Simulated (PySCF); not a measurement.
B(Cl)(Me)(Et) (C₃H₈BCl), SMILES CCB(C)Cl. Heavy atoms are numbered as in [B:1]([Cl:2])([CH3:3])[CH2:7][CH3:8]. Hydrogens are named by the atom that carries them.

Geometry optimised at r2SCAN-D4/def2-SVP. Other conformers were not sampled.

The numbers are results of PBE/def2-TZVP (PySCF), not measurements.

Atomic charges (e), one atom of each kind:

| atom | Mulliken | Löwdin |
|---|---|---|
| B1 | [?] | -0.90 |
| Cl2 | -0.15 | 0.56 |
| C3 (CH3) | -0.40 | -0.28 |
| H on C3 | [?] | 0.16 |
| C7 (CH2) | -0.26 | -0.26 |
| C8 (CH3) | -0.34 | -0.32 |
| H on C7 | [?] | 0.18 |
| H on C8 | [?] | 0.13 |

Problem. Complete the blanks. (An estimate is asked for; the answer gives what the named calculation found.)

Solution. 
- B1, Mulliken: 0.12
- H on C3, Mulliken: 0.15
- H on C7, Mulliken: 0.13
- H on C8, Mulliken: 0.12

Computed Mayer and Wiberg (Löwdin basis) orders of the bonds:
```csv
bond,Mayer,Wiberg
B1–Cl2,1.34,2.07
B1–C3,1.06,1.36
B1–C7,1.08,1.28
C7–C8,1.01,1.28
```
